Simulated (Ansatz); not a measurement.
```yaml
crystal:
  periodic: [false, false, false]
  atoms:
    - {symbol: F, position_ang: [-0.051106, -1.690634, 0.678234]}
    - {symbol: Ga, position_ang: [0.014519, -0.015776, -0.005461]}
    - {symbol: F, position_ang: [1.012319, 1.255586, 0.809870]}
    - {symbol: F, position_ang: [-0.917457, 0.387509, -1.504062]}
basis:
  gaussian: {orbitals: 6-31G}
hamiltonian: {xc: {name: PBE0}}
accuracy: high
output: {forces: true}
```

```sh
$ ansatz run in.yaml --threads 4 --pin off --events-out ev --progress --plain --max-ram 10444MiB
```

Output, abridged:

```
Functional definition: PBE0
991 factors; integrals over basis functions are off by at most 6.7e-9 eV
mean field evaluation 1: about -60500.5260 eV, gradient 5.9e1 eV
mean field evaluation 2: about -60488.6123 eV, gradient 1.1e2 eV
mean field evaluation 4: about -60506.2725 eV, gradient 7.8e-1 eV
mean field evaluation 8: about -60506.3138 eV, gradient 1.4e-2 eV
mean field evaluation 16: about -60506.3138 eV, gradient 2.4e-7 eV
mean field -60506.31382753 eV, -2223.5660205090 hartree, gradient 2.8e-9 eV, S^2 0.000000; 0 other end points of the search recorded, 0 dependent functions left out
reference -60506.31383071 eV, -2223.5660206259 hartree; 29, 29 occupied and 27, 27 virtual orbitals, 991 factors
Total energy: -60506.31383071 eV, -2223.5660206259 hartree
Atom 0 at    -0.051106    -1.690634     0.678234 Å, force     0.063982     1.642296    -0.670938 eV/Å
Atom 1 at     0.014519    -0.015776    -0.005461 Å, force    -0.000228    -0.000879     0.000188 eV/Å
Atom 2 at     1.012319     1.255586     0.809870 Å, force    -0.978254    -1.245770    -0.799696 eV/Å
Atom 3 at    -0.917457     0.387509    -1.504062 Å, force     0.914499    -0.395647     1.470446 eV/Å
Dipole moment:    -0.000113     0.000121    -0.000239 e Å
```

Hardware: 4 threads of an Arm Neoverse V2 on a shared host. Wall time 1.2 s, peak host memory 0.3 GiB.
